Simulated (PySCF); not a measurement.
NaHg: from constants to spectrum

UHF-CCSD(T) constants of NaHg, ²Σ⁺ (doublet), unpaired electrons σ ↑ (basis Na def2-SVP, Hg def2-SVP with ECP60; scalar-relativistic core potentials; PySCF 2.14; masses 22.9898 and 201.9706 u):

* ωe: 37.1 cm⁻¹
* ωexe: 1.58 cm⁻¹
* Be: 0.057541 cm⁻¹
* αe: 0.00234 cm⁻¹
* De to Na + Hg: 0.042 eV

Question: What force constant and bond length do these constants imply?

Answer: Reduced mass μred = 20.640 u; k = 5.8918×10⁻⁷·μred·ωe² (u, cm⁻¹, mdyn/Å) = 0.0167 mdyn/Å; Re = √(16.8576/(μred·Be)) (u, cm⁻¹, Å) = 3.767 Å.

Question: Estimate the centrifugal constant D from the Kratzer relation and find the Dunham coefficient a1.

Answer: D = 4Be³/ωe² = 5.54e-07 cm⁻¹; a1 = −1 − αeωe/(6Be²) = -5.37.

Correlated steps freeze 1 core orbital. The bond is weak. Basis-set superposition, not corrected here, can be much of De in a small basis, most of all at correlated wavefunction levels. Spin–orbit coupling is left out. The state was picked by a PBE0 search and need not be the measured ground state.
